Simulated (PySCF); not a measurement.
Se(SeH)(OSiH3) (H4OSe2Si), SMILES [Se](O[SiH3])[SeH]. Atoms are numbered in the order given.

```xyz
8

Se    -0.4210     0.3395     0.8637
Se     1.1331     1.0591    -0.6725
H      2.3300     0.8803     0.1762
O     -0.4309    -1.4608     0.6420
Si    -1.3148    -2.1245    -0.6313
H     -2.7614    -1.7739    -0.5081
H     -1.1265    -3.5976    -0.5239
H     -0.8015    -1.6316    -1.9440
```
Charge 0, spin multiplicity 1.

The structure is a stationary point at PBE0-D3(BJ)/def2-SVP. This is a generated structure with no PubChem entry under its InChIKey; it may be hypothetical. The values are those of a single conformer.

Method: PySCF with TDDFT-PBE/def2-SVPD.

Vertical excitations. The molecule is in vacuum.

Computed excitation energies, oscillator strengths and character:
```csv
state,energy (eV),λ (nm),f,main pairs
S1,3.52,352,0.003,"HOMO→LUMO 86 %, HOMO→LUMO+1 14 %"
S2,3.70,335,0.000,"HOMO→LUMO+1 86 %, HOMO→LUMO 14 %"
S3,4.34,285,0.005,HOMO−1→LUMO 89 %
S4,4.52,275,0.014,"HOMO−1→LUMO+1 71 %, HOMO−2→LUMO 15 %"
S5,4.73,262,0.004,HOMO→LUMO+2 92 %
S6,5.07,245,0.018,"HOMO−2→LUMO+1 57 %, HOMO−2→LUMO 37 %"
S7,5.26,236,0.097,"HOMO−2→LUMO+1 35 %, HOMO−2→LUMO 32 %, HOMO−4→LUMO 9 %, HOMO−1→LUMO+1 9 %"
S8,5.55,223,0.017,HOMO→LUMO+3 93 %
S9,5.58,222,0.022,HOMO−1→LUMO+2 98 %
S10,5.70,217,0.013,HOMO−3→LUMO 90 %
T1,2.92,424,0,HOMO→LUMO 93 %
T2,3.09,402,0,HOMO→LUMO+1 93 %
T3,3.76,330,0,HOMO−1→LUMO 99 %
T4,4.00,310,0,HOMO−1→LUMO+1 99 %
```
Triplets are in the Tamm–Dancoff approximation, which puts them higher than full response would, so one can lie above its singlet here.
